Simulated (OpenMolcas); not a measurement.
**Tb3+: moving or changing the point charges**

Tb3+ among 8 point charges of -1 e arranged as a cube (Oh), 2.44 Å from the ion.
```
   1.4087    1.4087    1.4087  -1.00
   1.4087    1.4087   -1.4087  -1.00
   1.4087   -1.4087    1.4087  -1.00
   1.4087   -1.4087   -1.4087  -1.00
  -1.4087    1.4087    1.4087  -1.00
  -1.4087    1.4087   -1.4087  -1.00
  -1.4087   -1.4087    1.4087  -1.00
  -1.4087   -1.4087   -1.4087  -1.00
```

```yaml
Program: OpenMolcas
Method: CASSCF
Basis: ANO-RCC-VDZP [7s6p4d2f1g]
Scalar_Hamiltonian: DKH2, point nucleus
Active_space: 8 electrons in 7 orbitals (4f)
State_averaging: 2S+1 = 7 even, 7 roots; 2S+1 = 5 even, 62 roots kept (CI in the orbitals of an earlier block); 2S+1 = 3 even, 3 roots kept (CI in the orbitals of an earlier block, 0 in the spin-orbit step)
Spin-orbit_coupling: RASSI with atomic mean-field integrals over the reference wave functions
```

Runs around this geometry, states (labels of O, the rotations of Oh). Energies in cm-1 above the lowest state or level, χT in cm3 K/mol; under a threefold ground state the first gap can be a small split of the lowest multiplet, not the spin-orbit step.

| R (Å) | Ground state | First state of that spin | First gap with spin-orbit (degeneracies) | Width of lowest J | χT at 300 K |
| --- | --- | --- | --- | --- | --- |
| 2.44 | 7T1 | 7T2 111.7 | 5.2 (2, 3) | 141 | 11.762 |
| 2.63 | 7T1 | 7T2 81.9 | 3.8 (2, 3) | 99 | 11.779 |
| 2.92 | 7T1 | 7T2 52.2 | 2.4 (2, 3) | 59 | 11.790 |

Taking the width of the lowest J multiplet as R^-n, n = -ln(59 / 141) / ln(2.92 / 2.44) = 4.9 between the shortest and longest distance.

High states are left out of the spin-orbit mixing, which shifts the levels that they would mix with. Point charges carry no covalency, so the field is a model and not that of real ligands. No measured value stands beside these numbers.
